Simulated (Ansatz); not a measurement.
A geometry optimisation of AlH5NSe+ with B3LYP-D3(BJ)/def2-SVP

The starting geometry of this gas-phase singlet was optimised with GFN2-xTB.

```xyz
8

Al   -0.5440   -1.4733   -0.5932
N     1.1996   -1.0062    0.3757
Se   -1.1226   -0.2679   -2.4127
H     1.2361   -0.0437    0.7339
H     1.3000   -1.6182    1.1988
H     2.0617   -1.1218   -0.1718
H    -0.9775   -2.5423    0.3948
H    -0.6249   -1.3112   -3.2988
```

Task: Where would you expect an optimisation with B3LYP-D3(BJ)/def2-SVP to take it?

Result: It keeps its bonds.

The energy falls by 0.36 eV over 33 steps:

```tsv
step	E − E(last) (eV)
1	0.355
5	0.171
8	0.015
12	0.007
15	0.005
19	0.002
22	0.001
26	0.000
29	0.000
33	0.000
```

Final geometry (Å):

```xyz
8

Al   -0.2131   -1.6900   -0.7459
N     1.2078   -0.9349    0.4558
Se   -0.6488   -0.1839   -2.3897
H     1.5449   -0.0011    0.1852
H     0.8868   -0.8526    1.4315
H     2.0411   -1.5395    0.4984
H    -0.6280   -3.0987   -0.2269
H    -1.6623   -1.0838   -2.9819
```

Frequencies at the end are all real (lowest 60 cm⁻¹). Run with Ansatz 0.2.0, 46 s on 2 threads of Arm Neoverse V2 (shared host).
